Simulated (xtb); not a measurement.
Br$_{2}$Ge, charge -1, doublet, from a rough starting geometry (a state made from the parent by changing its charge; the spin is typed, not shown lowest); GFN2-xTB run with xtb.

xtb was given this input:
```
$ xtb mol.xyz --gfn 2 --chrg -1 --uhf 1 --opt vtight --json

# file mol.xyz
3

Ge     0.03328864    -0.00244073     1.01968308
Br     1.00997536    -1.51955328    -0.50861914
Br    -1.01109432     1.52138010    -0.50487459
```

The log (banner, timings and long lists left out):

```
   ID    Z sym.   atoms
    1   32 Ge     1
    2   35 Br     2, 3

           -------------------------------------------------
          |                Calculation Setup                |
           -------------------------------------------------

           -------------------------------------------------
          |                 G F N 2 - x T B                 |
           -------------------------------------------------

          ...................................................
          :                      SETUP                      :
          :.................................................:
          :  # basis functions                  30          :
          :  # atomic orbitals                  27          :
          :  # shells                            9          :
          :  # electrons                        19          :
          :  max. iterations                   250          :
          :  Hamiltonian                  GFN2-xTB          :
          :  restarted?                      false          :
          :  GBSA solvation                  false          :
          :  PC potential                    false          :
          :  electronic temp.          300.0000000     K    :
          :  accuracy                    1.0000000          :
          :  -> integral cutoff          0.2500000E+02      :
          :  -> integral neglect         0.1000000E-07      :
          :  -> SCF convergence          0.1000000E-05 Eh   :
          :  -> wf. convergence          0.1000000E-03 e    :
          :  Broyden damping             0.4000000          :
          :  net charge                         -1          :
          :  unpaired electrons                  1          :
          ...................................................

 iter      E             dE          RMSdq      gap      omega  full diag
   1    -10.0447908 -0.100448E+02  0.111E+01    2.94       0.0  T
   2    -10.1549133 -0.110122E+00  0.267E+01    1.95       1.0  T
   3    -10.3160154 -0.161102E+00  0.187E+01    2.26       1.0  T
   4    -10.4159798 -0.999644E-01  0.257E+00    2.63       1.0  T
   5    -10.4211250 -0.514519E-02  0.124E+00    2.56       1.0  T
   6    -10.4211395 -0.145193E-04  0.665E-01    2.52       1.0  T
   7    -10.4215064 -0.366857E-03  0.247E-01    2.53       1.0  T
   8    -10.4215165 -0.100896E-04  0.853E-02    2.53       1.0  T
   9    -10.4215208 -0.435435E-05  0.280E-02    2.53       2.1  T
  10    -10.4215209 -0.104532E-06  0.911E-03    2.53       6.3  T
  11    -10.4215209 -0.191493E-07  0.498E-03    2.53      11.6  T
  12    -10.4215209 -0.102421E-07  0.230E-03    2.53      25.1  T
  13    -10.4215209 -0.152051E-08  0.155E-03    2.53      37.2  T
  14    -10.4215209 -0.167824E-08  0.812E-04    2.53      71.1  T
  15    -10.4215209 -0.298979E-09  0.191E-04    2.53     302.9  T

   *** convergence criteria satisfied after 15 iterations ***

         :::::::::::::::::::::::::::::::::::::::::::::::::::::
         ::                     SUMMARY                     ::
         :::::::::::::::::::::::::::::::::::::::::::::::::::::
         :: total energy             -10.417734209747 Eh    ::
         :: gradient norm              0.047788258270 Eh/a0 ::
         :: HOMO-LUMO gap              2.530368169269 eV    ::
         ::.................................................::
         :: SCC energy               -10.421520903793 Eh    ::
         :: -> isotropic ES            0.131562940519 Eh    ::
         :: -> anisotropic ES         -0.006485634574 Eh    ::
         :: -> anisotropic XC         -0.013694012888 Eh    ::
         :: -> dispersion             -0.002824552534 Eh    ::
         :: repulsion energy           0.003786694046 Eh    ::
         :: add. restraining           0.000000000000 Eh    ::
         :: total charge              -1.000000000000 e     ::
         :::::::::::::::::::::::::::::::::::::::::::::::::::::

[...]
 * total energy  :   -10.4177342 Eh     change       -0.4614975E-11 Eh
 * total energy  :   -10.4222708 Eh     change       -0.4536552E-02 Eh
 * total energy  :   -10.4249770 Eh     change       -0.2706228E-02 Eh
 * total energy  :   -10.4250804 Eh     change       -0.1034446E-03 Eh
 * total energy  :   -10.4250831 Eh     change       -0.2671343E-05 Eh
 * total energy  :   -10.4250836 Eh     change       -0.5403321E-06 Eh
 * total energy  :   -10.4250836 Eh     change       -0.3542285E-08 Eh
   *** GEOMETRY OPTIMIZATION CONVERGED AFTER 7 ITERATIONS ***
         :: total energy             -10.425083649783 Eh    ::
[...]
          |                Property Printout                |
           -------------------------------------------------

    * Orbital Energies and Occupations

         #    Occupation            Energy/Eh            Energy/eV
      -------------------------------------------------------------
         1        2.0000           -0.6422867             -17.4775
         2        2.0000           -0.6392305             -17.3943
         3        2.0000           -0.3940126             -10.7216
         4        2.0000           -0.2382306              -6.4826
         5        2.0000           -0.2216266              -6.0308
         6        2.0000           -0.2190515              -5.9607
         7        2.0000           -0.2160624              -5.8794
         8        2.0000           -0.2126560              -5.7867
         9        2.0000           -0.2094617              -5.6997
        10        1.0000           -0.0755688              -2.0563 (HOMO)
        11                         -0.0079759              -0.2170 (LUMO)
        12                          0.0011239               0.0306
        13                          0.2133852               5.8065
        14                          0.2273559               6.1867
        15                          0.2368806               6.4459
        16                          0.2476666               6.7394
        17                          0.2538129               6.9066
        18                          0.2544834               6.9248
        19                          0.2547026               6.9308
        20                          0.2569286               6.9914
        21                          0.2763099               7.5188
       ...                                ...                  ...
        27                          1.1794841              32.0954
      -------------------------------------------------------------
                  HL-Gap            0.0675929 Eh            1.8393 eV
             Fermi-level           -0.0921438 Eh           -2.5074 eV

     #   Z          covCN         q      C6AA      α(0)
     1  32 Ge       1.586     0.142   256.049    33.507
     2  35 Br       0.793    -0.571   201.133    22.865
     3  35 Br       0.793    -0.571   201.133    22.865

 Mol. C6AA /au·bohr⁶  :       1942.853281
 Mol. C8AA /au·bohr⁸  :     141780.684902
 Mol. α(0) /au        :         79.237407

Wiberg/Mayer (AO) data.
largest (>0.10) Wiberg bond orders for each atom

 ---------------------------------------------------------------------------
     #   Z sym  total        # sym  WBO       # sym  WBO       # sym  WBO
 ---------------------------------------------------------------------------
     1  32 Ge   1.608 --     3 Br   0.804     2 Br   0.804
     2  35 Br   0.815 --     1 Ge   0.804
     3  35 Br   0.815 --     1 Ge   0.804
 ---------------------------------------------------------------------------

Topologies differ in total number of bonds
Writing topology from bond orders to xtbtopo.mol

molecular dipole:
                 x           y           z       tot (Debye)
 q only:        0.003       0.009       1.392
   full:        0.011       0.012       1.864       4.739
molecular quadrupole (traceless):
                xx          xy          yy          xz          yz          zz
 q only:        0.943      11.470      -8.696       0.084      -0.090       7.753
  q+dip:        2.392      17.958     -12.697       0.077      -0.157      10.306
   full:        1.610      16.863     -12.559       0.107      -0.136      10.949

optimized geometry written to: xtbopt.xyz

           -------------------------------------------------
          | TOTAL ENERGY              -10.425083649783 Eh   |
          | GRADIENT NORM               0.000002420811 Eh/α |
          | HOMO-LUMO GAP               1.839296095999 eV   |
           -------------------------------------------------

normal termination of xtb
```
